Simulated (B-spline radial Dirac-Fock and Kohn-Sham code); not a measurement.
Ba³⁵⁺: eigenvalues, ΔSCF and the reference

System: Ba³⁵⁺, configuration [Ar] 3d3.

The density-functional columns are spherical, spin-unpolarised Dirac-Kohn-Sham results without Breit or QED terms: −ε is minus the orbital energy of the initial state and ΔSCF the difference of two total energies. The reference in the last column comes from Dirac-Fock (average of configuration) total-energy differences with a finite nucleus, the Breit interaction including its frequency dependence, and self-energy and vacuum-polarisation corrections. All numbers are from a radial atomic solver, in eV; a selection of levels is shown. The Kohn-Sham columns are given as differences from the reference. For the 1s level of heavy atoms much of the gap between ΔSCF and the reference is the Breit and QED part, -140.3 eV here; for other levels the error of the functional can be larger.

```csv
level,LDA −ε − DF,LDA ΔSCF − DF,Dirac-Fock
1s,-291.2,+129.2,39241.3
2s,-143.1,-44.6,7739.8
2p1/2,-110.8,+7.1,7384.0
2p3/2,-114.1,-3.3,7001.3
3s,-64.3,-22.4,2782.1
3p1/2,-44.1,-0.3,2636.3
3p3/2,-44.8,-2.4,2548.2
3d,-46.3,+1.8,2338.4
```

Values without a named source are computed, but for edge energies of neutral atoms, which are taken from tables.
